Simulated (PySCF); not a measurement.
This PySCF input asks for the NMR shieldings of `F[C@@](C#C)(CC=O)[SiH2]O`, C5H7FO2Si; the geometry comes from GFN2-xTB.

```python
import basis_set_exchange as bse
import numpy as np
from pyscf import gto, dft
from pyscf.prop import nmr

atoms = """
C    -0.690644    2.919069    0.453866
C    -0.529885    1.779593    0.122477
C    -0.376338    0.406123   -0.299378
F    -1.561001    0.019124   -0.953330
C    -0.236280   -0.488671    0.958119
C    -0.603660   -1.910620    0.653131
O    -0.004867   -2.642614   -0.091079
Si    1.089891    0.262216   -1.579549
O     1.387578   -1.267203   -1.960847
H    -0.813659    3.919869    0.743179
H     0.806255   -0.441243    1.280661
H    -0.877972   -0.106957    1.754863
H    -1.513167   -2.267617    1.167002
H     2.228448    0.854780   -0.873921
H     0.660091    0.969091   -2.774373
H     1.027613   -1.995996   -1.431272
"""
names = dict.fromkeys(["C", "F", "O", "Si", "H"], "pcSseg-1")
basis = {el: gto.basis.parse(bse.get_basis(n, elements=[el], fmt="nwchem")) for el, n in names.items()}
mol = gto.M(atom=atoms, basis=basis, charge=0, verbose=0)
mf = dft.RKS(mol, xc="PBE0")
mf.grids.level = 2
mf.grids.alignment = dft.numint.BLKSIZE   # the property module wants whole blocks of grid points
mf.conv_tol = 1e-9
mf.kernel()

calc = nmr.RKS(mf)   # GIAO
C = mf.mo_coeff
Co = C[:, mf.mo_occ > 0]
resp = mf.gen_response(singlet=True, hermi=2)
def vind(x):   # induced exchange potential for any number of trial vectors
    d = np.einsum("pi,xij,qj->xpq", C, 2 * x.reshape(-1, C.shape[1], Co.shape[1]), Co, optimize=True)
    return np.einsum("xpq,pi,qj->xij", resp(d - d.transpose(0, 2, 1)), C, Co, optimize=True).ravel()
mo1, _ = nmr.rhf.solve_mo1(calc, with_cphf=vind)
sigma = calc.kernel(mo1)
for i, s in enumerate(sigma):   # ppm
    print("%2d %-2s %9.2f" % (i, mol.atom_pure_symbol(i), np.trace(s) / 3))
```

Task: What are the results?

Result: 
```
 0 C      95.61
 1 C     101.21
 2 C      97.93
 3 F     379.16
 4 C     132.65
 5 C     -26.86
 6 O    -347.91
 7 Si    373.59
 8 O     317.87
 9 H      29.04
10 H      28.84
11 H      27.84
12 H      21.50
13 H      26.83
14 H      26.72
15 H      26.08
```

These numbers come from an equivalent density-fitted implementation of the same equations, which agrees with the script to about 0.01 ppm for H and up to a few tenths of a ppm for heavy atoms, so last digits may differ.

Task: Turn these shieldings into chemical shifts. Referencing at the same level of theory: TMS for 13C (σref 186.93), 29Si (σref 349.16), 1H (σref 31.72); CFCl3 for 19F (σref 170.95); 17O (σref 336.08) vs H2O.

Result: Averaging equivalent atoms: C 5: 213.8; C 0: 91.3; C 2: 89.0; C 1: 85.7; C 4: 54.3; F 3: -208.2; O 6: 684.0; O 8: 18.2; Si 7: -24.4; H 12: 10.22; H 15: 5.64; H 14: 5.00; H 13: 4.89; H 11: 3.88; H 10: 2.88; H 9: 2.68 ppm. Unscaled 19F shifts against computed CFCl3 carry errors that often reach 10 to 50 ppm. Unscaled 17O shifts of doubly bonded oxygen tend to come out too high, by tens of ppm or more. Experimental scales use liquid or dissolved standards, which lie at an offset from isolated H2O (liquid H2O: subtract about 36 ppm).

Size and cost of the density-fitted run: 195 basis functions, 93 s wall time on 1 thread of an Intel Xeon, shared host; peak memory 0.87 GiB.
